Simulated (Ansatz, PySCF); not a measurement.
This PySCF input computes a BLYP/def2-TZVPD energy:

```python
from pyscf import gto, scf, dft

mol = gto.M(
    atom='''
    Si   -0.59362054   -0.38978868    0.13906678
    O    -1.38242956   -0.10565037    1.43834126
    Cl   -0.37002785    1.32411421   -1.21525879
    Cl    1.50944691   -0.95339394    0.42386673
    ''',
    basis='def2-tzvpd',
    charge=-1,
    spin=1,
    verbose=4,
)

mf = dft.UKS(mol, xc='blyp').density_fit(auxbasis='def2-universal-jkfit')
mf.grids.level = 3
mf.conv_tol = 1e-9
mf.max_cycle = 100
mf.max_memory = 1500
mf.kernel()
if not mf.converged:
    mf = mf.newton()
    mf.kernel(mf.make_rdm1())
for _ in range(2):
    mo, _, stable, _ = mf.stability(return_status=True)
    if stable:
        break
    mf.kernel(mf.make_rdm1(mo, mf.mo_occ))
mf.analyze()
```

### Question
Write an input for the same energy in Ansatz (a program for electronic structure) and say what it gives.

### Answer

Ansatz 0.2 input:
```yaml
crystal:
  periodic: [false, false, false]
  atoms:
    - {symbol: Si, position_ang: [-0.59362054, -0.38978868, 0.13906678]}
    - {symbol: O, position_ang: [-1.38242956, -0.10565037, 1.43834126]}
    - {symbol: Cl, position_ang: [-0.37002785, 1.32411421, -1.21525879]}
    - {symbol: Cl, position_ang: [1.50944691, -0.95339394, 0.42386673]}
basis:
  gaussian:
    orbitals: def2-TZVPD
hamiltonian:
  xc: {name: BLYP}
total_charge: -1
magnetization: {spin_polarized: true, initial_magnetization: 1}
output: {forces: true}
```
It gives -1285.35947 Eh, and PySCF -1285.35953 Eh, a difference of 0.06 mEh, from the treatment of integrals and grids.
